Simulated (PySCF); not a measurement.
Theory: PBE0/pcSseg-1 in PySCF (dipole) on a GFN2-xTB geometry, gas phase. Rigid rotors, one computed conformer each.

Species:
1. `[CH2:1]=[C:2]1[C@@H:3]([O:4][CH3:5])[Si@H:6]1[S:7][CH3:8]` with C2–C3–O4–C5 -68°, C3–Si6–S7–C8 -44°
2. `[CH3:1][CH2:2]/[CH:3]=[CH:4]/[Si@H:5]1[O:6][CH2:7][CH2:8][S:9]1` with C1–C2–C3–C4 -120°, C3–C4–Si5–O6 -6°, C4–Si5–O6–C7 137°, Si5–O6–C7–C8 -40°, O6–C7–C8–S9 44°, C7–C8–S9–Si5 -28°
3. `[CH2:1]=[C:2]([CH3:3])[SiH2:4][C@@H:5]([F:6])[CH2:7][Cl:8]` with C1–C2–Si4–C5 5°, C2–Si4–C5–F6 49°, Si4–C5–C7–Cl8 55°
4. `[OH:1][CH2:2][CH2:3][CH2:4]/[P:5]=[P:6]\[CH2:7][C:8]([F:9])([F:10])[F:11]` with H–O1–C2–C3 -69°, O1–C2–C3–C4 70°, C2–C3–C4–P5 65°, C3–C4–P5–P6 -160°, P5–P6–C7–C8 94°

Rotational constants (MHz) and dipole components (D):

```json
{"set": "P", "A": "1966", "B": "1058", "C": "798.4", "μa": "1.73", "μb": "0.66", "μc": "0.54"}
{"set": "Q", "A": "1084", "B": "533.5", "C": "411.4", "μa": "0.20", "μb": "1.27", "μc": "2.88"}
{"set": "R", "A": "2504", "B": "722.5", "C": "593.4", "μa": "0.63", "μb": "0.06", "μc": "0.15"}
{"set": "S", "A": "2502", "B": "546.1", "C": "509.0", "μa": "1.14", "μb": "1.29", "μc": "0.75"}
```

Question: Which set belongs to which species?

Answer: P = 1, Q = 4, R = 3, S = 2.

- 1 (set P): mass 146.0 u, 8 heavy atoms, longest extent 6.9 Å, C1, asymmetric top, Ia, Ib, Ic = 257.1, 477.7, 633.0 u·Å².
- 2 (set S): mass 160.0 u, 9 heavy atoms, longest extent 9.0 Å, C1, near-prolate asymmetric top, Ia, Ib, Ic = 202.0, 925.4, 992.9 u·Å².
- 3 (set R): mass 152.0 u, 8 heavy atoms, longest extent 7.4 Å, C1, asymmetric top, Ia, Ib, Ic = 201.8, 699.5, 851.6 u·Å².
- 4 (set Q): mass 204.0 u, 11 heavy atoms, longest extent 7.4 Å, C1, asymmetric top, Ia, Ib, Ic = 466.3, 947.3, 1228.3 u·Å².

Each constant is 505379 MHz·u·Å² over a principal moment. Point groups hold within 0.08 Å; constants that symmetry makes equal can differ a little in the computed geometry, and forbidden dipole components can keep a residue. No structure here is proved a minimum.
